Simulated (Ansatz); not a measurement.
Species: SiAsH4, charge 0, doublet. SiAsH4 (SMILES [AsH2][SiH2], doublet).
B3LYP-D3(BJ)/def2-TZVP minimum from Ansatz (a program for electronic structure):
```xyz
6

Si    -1.5362     0.2922    -0.4070
As     0.7188    -0.1301     0.2069
H     -1.7894     1.7563    -0.2977
H     -2.4281    -0.4012     0.5642
H      1.2961     0.4154    -1.0938
H      0.7093    -1.5668    -0.3019
```
Charge 0, spin multiplicity 2.

Total energies in def2-TZVPP, 13 correlated electrons, 19 frozen orbitals. Open shells are spin-unrestricted; no spin-orbit coupling. Cores are frozen in correlated methods (noble-gas shells, and filled d and f shells in the p block). No relativity.

| method | program | energy (Eh) | minus CCSDT(Q) (mEh) |
|---|---|---|---|
| HF | Ansatz | -2525.43266 | 308.48 |
| MP2 | Ansatz | -2525.68582 | 55.33 |
| CCSD | Ansatz | -2525.72783 | 13.31 |
| CCSD(T) | Ansatz | -2525.73912 | 2.03 |
| CCSDT(Q) | Ansatz | -2525.74114 | 0.00 |

Rough core times of Ansatz's runs on a shared machine: CCSD(T) 40 s, CCSDT(Q) 2 h.
